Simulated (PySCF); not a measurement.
These 2 structures share the formula BH9NPSi2. Method used: PBE0-D3(BJ)/def2-SVP geometry optimisation, gas phase (PySCF). One conformer each; no zero-point energy, no entropy. No frequencies were run at this level. Point groups hold within 0.08 Å.

**Question.** Rank from lowest to highest electronic energy at this level (kJ/mol).
A. `[SiH3:1][N:2]([SiH3:3])[BH:4][PH2:5]` with N2–B4–P5–H -139° and -41°
B. `[BH2:1][N:2]([SiH3:3])[SiH2:4][PH2:5]` with B1–N2–Si4–P5 161°, N2–Si4–P5–H -83° and -178°

**Answer.** B (0.0), A (1.7).

Neighbours under 10 kJ/mol apart (BN([SiH3])[SiH2]P and [SiH3]N([SiH3])BP) can change places with a better method, another conformer or zero-point energy.

| SMILES | E (Eh) | E rel (kJ/mol) | dipole (D) | point group | A, B, C (MHz) |
| --- | --- | --- | --- | --- | --- |
| BN([SiH3])[SiH2]P | -1004.58806 | 0.0 | 0.95 | C1 | 3351, 1621, 1151 |
| [SiH3]N([SiH3])BP | -1004.58741 | 1.7 | 1.46 | – | 3547, 1357, 1011 |

**Question.** How do the relative energies change in single points at B3LYP/pcSseg-1 (no added dispersion term) on the same geometries?

**Answer.** 
| SMILES | PBE0-D3(BJ)/def2-SVP (kJ/mol) | B3LYP/pcSseg-1 (kJ/mol) | shift |
| --- | --- | --- | --- |
| BN([SiH3])[SiH2]P | 0.0 | 0.0 | 0.0 |
| [SiH3]N([SiH3])BP | 1.7 | 2.4 | +0.7 |

Each column counts from its own lowest isomer. The order is unchanged; the largest shift is 0.7 kJ/mol.

**Question.** As an exercise, what shares would exp(−E/RT) give at 500 K from these electronic energies alone (no entropy, no degeneracies)?

**Answer.** RT = 4.157 kJ/mol: BN([SiH3])[SiH2]P 60.1 %, [SiH3]N([SiH3])BP 39.9 %.
